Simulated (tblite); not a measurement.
C4H8BNS.
Cartesian coordinates in Å at the GFN2-xTB level; atoms count from 1:
```
atom  x, y, z in Å
C1     2.4667    1.3588    0.5500
C2     1.4007    0.4107    0.3146
C3     0.5242   -0.3940    0.1167
B4    -0.6130   -1.3544   -0.1536
N5    -0.3892   -2.7251   -0.2448
S6    -2.3158   -0.7584   -0.3978
C7    -2.1868    1.0420   -0.1252
H8     2.0614    2.2924    0.9411
H9     3.1776    0.9523    1.2694
H10    2.9906    1.5646   -0.3840
H11   -1.1227   -3.3868   -0.4317
H12    0.5160   -3.1477   -0.1380
H13   -2.7973    1.5334   -0.8763
H14   -2.5665    1.2712    0.8666
H15   -1.1503    1.3491   -0.2138
```

Method: GFN2-xTB as coded in tblite; computed harmonic values from a numerical Hessian at the method's own geometry, unscaled. This tight-binding method is rough: wavenumbers can miss measured ones by several per cent, in bad cases by 10 to 20. One conformer, not necessarily the lowest. The optimisation stopped once no atom felt more than 0.01 eV/Å.

Lowest wavenumbers of the output (negative numbers stand for imaginary wavenumbers):
```
mode    cm-1
  1     -62.9
  2      13.4
  3      67.5
  4      75.3
  5     133.7
  6     208.4
  7     279.7
  8     292.5
```

Task: Is this structure a minimum?

Result: No. 1 mode is imaginary beyond 20i (63i cm⁻¹), so at this level the point lies at or near a first-order saddle.

Task: Which atoms move in the imaginary mode?

Result: 63i: H14 (methyl hydrogen) 37 %, H13 (methyl hydrogen) 29 %, H15 (methyl hydrogen) 29 %. These are shares of the mass-weighted motion.

Task: What is the remedy?

Result: Step along that mode in both directions, optimise again with tighter thresholds and repeat the frequencies. The zero-point energy of this point (71.9 kcal/mol) counts the 38 real modes alone, and thermal corrections from it aren't those of a minimum.
